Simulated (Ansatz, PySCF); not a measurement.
Molecule: sum formula H$_{2}$SiO, charge -1, multiplicity 2. 
Structure (B3LYP-D3(BJ)/def2-TZVP (Ansatz, a first-principles code) minimum search):
```xyz
4

Si     0.0726    -0.4186     0.2054
O     -0.1823     1.0518    -0.2965
H     -0.9450    -1.4787    -0.2515
H      1.3873    -1.0747    -0.2522
```
Charge -1, spin multiplicity 2.

Total electronic energies in hartree. Correlated levels leave the core frozen unless marked. UHF or UKS for open shells. Spin-orbit coupling is left out. No relativistic terms. Basis-set limits of correlation are two-point, X^-3; Hartree-Fock from the larger set.

```tsv
level	program	energy (Eh)
HF/6-31G	Ansatz	-364.82273
HF/def2-SVP	Ansatz	-364.77436
HF/def2-TZVPD	PySCF	-364.99837
HF/aug-cc-pV(Q+d)Z	Ansatz	-365.01042
HF-D3(BJ)/def2-TZVPD	PySCF + dftd3	-365.01689
r2SCAN-D3(BJ)/def2-TZVPD	Ansatz + dftd3	-365.91542
B3LYP-D3(BJ)/def2-TZVPD	Ansatz + dftd3	…
r2SCANh/def2-TZVPD	Ansatz	-365.90665
PW6B95/def2-TZVPD	PySCF	-366.31669
HSE06-D3(BJ)/def2-TZVPD	Ansatz + dftd3	…
wB97X-V/def2-TZVPD	Ansatz	-365.89806
B2PLYP/def2-TZVPD	Ansatz	-365.80703
MP2/6-31G*	Ansatz	-365.17252
RI-MP2/def2-QZVPPD	Ansatz	-365.41011
SCS-MP2/6-31G	Ansatz	-365.00242
SCS-MP2/def2-SVPD	Ansatz	-365.10406
SCS-MP2/cc-pVTZ	Ansatz	-365.35146
SCS-MP2/def2-QZVPPD	Ansatz	-365.41010
CCSD/aug-cc-pV(T+d)Z	Ansatz	-365.39334
CCSD/cc-pV(T+d)Z	Ansatz	-365.37314
CCSD(T)/def2-TZVPP	Ansatz	-365.38978
CCSD(T) with core electrons (1s frozen past Ne)/cc-pwCVTZ	Ansatz	-365.70820
CCSD(T)/CBS(def2-TZVPPD,def2-QZVPPD)	Ansatz	-365.4558
```

**Question.** Complete the blanks.

**Answer.** 
- B3LYP-D3(BJ)/def2-TZVPD, energy (Eh): -366.00669
- HSE06-D3(BJ)/def2-TZVPD, energy (Eh): -365.76101
